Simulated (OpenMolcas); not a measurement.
## C I: effect of the active space

| Quantity | Value |
| --- | --- |
| Program | OpenMolcas |
| Method | CASSCF |
| Basis | ANO-RCC-VDZ |
| Scalar Hamiltonian | DKH4, point nucleus |
| Spin-orbit coupling | state interaction with AMFI integrals over the reference wave functions, term energies averaged over their components |

A. 4 electrons in 4 orbitals (2s 2p); 2S+1 = 3 even, 3 roots; 2S+1 = 1 even, 6 roots; 2S+1 = 5 odd, 1 root; 2S+1 = 3 odd, 5 roots; cost roughly 11 core-seconds
B. 4 electrons in 8 orbitals (2s 2p 3s 3p); 2S+1 = 3 even, 3 roots; 2S+1 = 1 even, 6 roots kept (CI in the orbitals of an earlier block); 2S+1 = 5 odd, 1 root; 2S+1 = 3 odd, 5 roots kept (CI in the orbitals of an earlier block); cost roughly 13 core-seconds

Energies in cm-1 above 2s2 2p2 3P0, the measured ground level; measured values from NIST Handbook of Basic Atomic Spectroscopic Data.

```json
{"Level": "2s2 2p2 3P0", "A": "0.0", "B": "0.0", "Measured": "0.0"}
{"Level": "2s2 2p2 3P1", "A": "14.9", "B": "14.5", "Measured": "16.4"}
{"Level": "2s2 2p2 3P2", "A": "44.6", "B": "43.4", "Measured": "43.4"}
{"Level": "2s2 2p2 1D2", "A": "12923", "B": "12547", "Measured": "10193"}
{"Level": "2s2 2p2 1S0", "A": "21539", "B": "19849", "Measured": "21648"}
{"Level": "2s 2p3 5S* 2", "A": "23555", "B": "25424", "Measured": "33735"}
```

Deviations, from unrounded energies. A percentage is the sum of absolute deviations over the sum of measured energies, with the sign that they share, or ± where signs differ.

```
                        Against measurement  Levels      A      B
             mean absolute deviation (cm-1)       5   2600   2500
      fine structure of the ground term (%)       2   ±4.4   -3.2
other terms of the ground configuration (%)       2   ±8.9  ±13.0
                   other configurations (%)       1  -30.2  -24.6
```

A, B lie about equally close to measurement. The largest miss of B in the table is 2s 2p3 5S* 2, by -8300 cm-1. The ranking rests on the paired levels alone, and a cruder setting can come out closer through cancelling errors.

Between A and B the level of the table that moves most is 2s 2p3 5S* 2, by 1900 cm-1 (lowest in A, highest in B).

Without dynamic correlation excited terms often stand tens of per cent too high (terms of higher spin than the ground term too low), and those without a measured partner can miss by more than the paired ones. Terms from blocks run as CI alone lack orbitals of their own (holds for B). Active for correlation alone: 3p 3s; no level in the range computed is led by a configuration that fills them, so any true level of that kind is missing (holds for B). Measured partners are found by configuration, term and J. A level has none where our copy of the source lacks it or the pairing is in doubt (some pairs that miss far off the trend of their configuration count as doubtful), and it then counts in no deviation. Levels of configurations outside the active space are missing. The table leaves out levels that lie high or whose names do not pair safely across all columns.

* marks odd parity.
